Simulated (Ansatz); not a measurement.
`[CH3][SnH]([F])[BH]Cl` + HBr → `[CH3][SnH]([F])[Br]` + `BCl` at 500 K and 1 bar (cleavage of the Sn–B bond).

Gas-phase electronic energies from Ansatz, PBE0-D4/def2-TZVP geometries. CCSD(T)/CBS is the MP2 limit (def2-TZVPP, def2-QZVPP) plus CCSD(T) − MP2 in def2-TZVPP, frozen cores. This one scheme is used for every species. Elements past krypton have def2 core potentials. For Br, Sn outer-core shells are correlated without core-valence functions, which leaves a few kJ/mol of doubt a bond. Scalar relativity is left out up to krypton. Each species was taken in one conformer, which may not be the lowest.

```
                species  CCSD(T)/CBS energy (Eh)  H − E (kJ/mol)  S (J/(mol·K))
`[CH3][SnH]([F])[BH]Cl`               -839.50555           205.9          474.3
                    HBr              -2573.91920            30.5          213.7
  `[CH3][SnH]([F])[Br]`              -2927.68269           163.5          425.3
                  `BCl`               -485.78909            75.1          258.0
```

H − E and S are ideal-gas, rigid-rotor, harmonic terms from PBE0-D4/def2-TZVP, for one conformer and one mirror image of each species. 1 Eh = 2625.50 kJ/mol, R = 8.31446 J/(mol·K).

Question: By hand: ΔE, ΔH, ΔS and ΔG.

Answer: ΔE = (-2927.68269) + (-485.78909) − (-839.50555) − (-2573.91920) = -0.04703 Eh = -123.5 kJ/mol. Δ(H − E) = 163.5 + 75.1 − 205.9 − 30.5 = 2.2, so ΔH = -121.3 kJ/mol. ΔS = 425.3 + 258.0 − 474.3 − 213.7 = -4.7 J/(mol·K). ΔG = -121.3 − 500 × (-4.7)/1000 = -119.0 kJ/mol.

Question: By hand: the equilibrium constant, and the temperature at which ΔG would vanish if ΔH and ΔS stayed fixed.

Answer: log₁₀ K = −ΔG/(RT ln 10) = 12.4. ΔG = 0 at ΔH/ΔS = 25809 K, far beyond where these terms or the molecules hold.

The number of gas molecules stays the same, so ΔS is small and ΔH decides. A doubt of 5 kJ/mol in ΔE shifts log₁₀ K by 0.5 here. Other conformers and mirror images would add mixing entropy, several J/(mol·K) or more a flexible species. Modes under 60 cm⁻¹, often nearly free rotors, make the harmonic entropy too high. These are equilibria of isolated gas molecules and say nothing of rates. Largest T1 diagnostic: 0.013 (customary marks: 0.02 for closed shells, 0.045 for open ones).
